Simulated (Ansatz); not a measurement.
A search over several starts for the lowest SCF solution of the cluster Mg₃Cl₄⁺ at the given spin, in a small basis.

```yaml
crystal:
  periodic: [false, false, false]
  atoms:
    - {symbol: Mg, position_ang: [-2.155189, 0.245083, -0.046630]}
    - {symbol: Mg, position_ang: [2.887251, -2.245569, 0.084972]}
    - {symbol: Mg, position_ang: [1.101132, 0.966078, 0.014393]}
    - {symbol: Cl, position_ang: [-0.071266, -1.095371, 0.014240]}
    - {symbol: Cl, position_ang: [-0.804330, 2.267971, -0.040849]}
    - {symbol: Cl, position_ang: [3.283925, 0.231287, 0.065845]}
    - {symbol: Cl, position_ang: [-4.241544, -0.369468, -0.091971]}
basis:
  gaussian: {orbitals: def2-SVP, initial_orbitals: start.molden}
total_charge: 1
magnetization: {spin_polarized: true, initial_magnetization: 1}
hamiltonian: {xc: pbe, dispersion: d4}
output: {orbitals: {seedname: orbitals}}
```

The file start.molden holds the orbitals of an earlier run on this structure, at another level or in another basis.

```sh
$ ansatz run in.yaml --threads 4 --pin off --events-out ev --progress --plain --max-ram 4787MiB
```

It prints (some lines left out):

```
Functional definition: PBE
1317 factors; their error is unknown
mean field evaluation 1: about -66348.3701 eV, gradient 1.1e2 eV
mean field evaluation 2: about -66363.4468 eV, gradient 1.8e1 eV
mean field evaluation 4: about -66375.0355 eV, gradient 3.6e0 eV
mean field evaluation 8: about -66375.2517 eV, gradient 2.3e-5 eV
mean field evaluation 16: about -66375.0375 eV, gradient 6.9e0 eV
mean field -66375.25167274 eV, -2439.2455082118 hartree, gradient 1.5e-5 eV, S^2 0.750286; 1 other end points of the search recorded, 0 dependent functions left out
reference -66375.25173893 eV, -2439.2455106443 hartree; 52, 51 occupied and 74, 75 virtual orbitals, 1317 factors
Total energy: -66375.54016941 eV, -2439.2561102688 hartree
```

Run time 6 s (4 threads of Arm Neoverse V1 on a shared host).

Another isomer (doublet) lies 0.33 eV lower at PBE0-D4/def2-TZVP; other spin states weren't run for this one.
